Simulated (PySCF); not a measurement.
C6H14Te, triplet, at the geometry of the source list (a higher spin typed on purpose: for a closed-shell molecule this is an excited state) (all electrons, no relativity) (in this run its highest filled SCF level lies above zero, so its values depend strongly on the basis, on diffuse functions most of all). Base run: B3LYP/STO-3G run with PySCF.

Geometry (Å):
```xyz
21

C      2.0419     1.0834     0.3624
C      1.5672    -0.3555     0.2959
C      2.7319    -1.3113     0.1179
Te     0.1044    -0.6610    -1.3200
C     -1.6091    -0.0563    -0.0786
C     -1.9316     1.4167    -0.2429
C     -2.8145    -0.9203    -0.3980
H      2.5689     1.3559    -0.5493
H      2.7230     1.2151     1.2029
H      1.2073     1.7664     0.4969
H      1.0335    -0.6013     1.2156
H      2.4011    -2.3442     0.1951
H      3.4859    -1.1351     0.8849
H      3.1996    -1.1714    -0.8543
H     -1.2901    -0.2461     0.9474
H     -1.0731     2.0384     0.0023
H     -2.2311     1.6313    -1.2664
H     -2.7518     1.6974     0.4182
H     -2.5813    -1.9755    -0.2766
H     -3.1428    -0.7558    -1.4222
H     -3.6395    -0.6709     0.2690
```
Charge 0, spin multiplicity 3.
Orbitals are unrestricted.
All else is at PySCF's defaults.

Each row names what was changed in the base input (with any setting that the change needs).

| change | basis functions | E (Eh) | HOMO (eV) | dipole (D) | outcome |
|---|---|---|---|---|---|
| base | 71 | -6783.33129 | 1.31 | 0.59 | converged |
| basis = ANO-RCC-VDZP; relativity = none | - | - | - | - | cut at the time limit |
| basis = ANO-RCC-VDZP; relativity = spin-free X2C; nucleus = Gaussian (with mol.nucmod = 'G') | - | - | - | - | cut at the time limit |
| basis = x2c-SVPall; relativity = spin-free X2C; nucleus = Gaussian (with mol.nucmod = 'G') | 190 | -7029.91671 | -2.11 | 1.10 | converged |
| basis = x2c-SVPall; relativity = spin-free X2C | 190 | -7030.07957 | -2.11 | 1.10 | converged |
| basis = ANO-RCC-VDZP; relativity = spin-free X2C | - | - | - | - | cut at the time limit |
| basis = x2c-SVPall; relativity = none | 190 | -6680.03060 | -2.61 | 2.23 | converged |

Absolute energies of different levels of theory aren't comparable as measures of quality.

Open shells are given as the SCF converged; they aren't shown to be the lowest states, and a large step between rows can be another state.

Basis sets contracted for a relativistic Hamiltonian are a mismatch without it, so the rows without relativity aren't non-relativistic limits. No row has spin-orbit coupling; sets with core potentials leave out the core electrons.
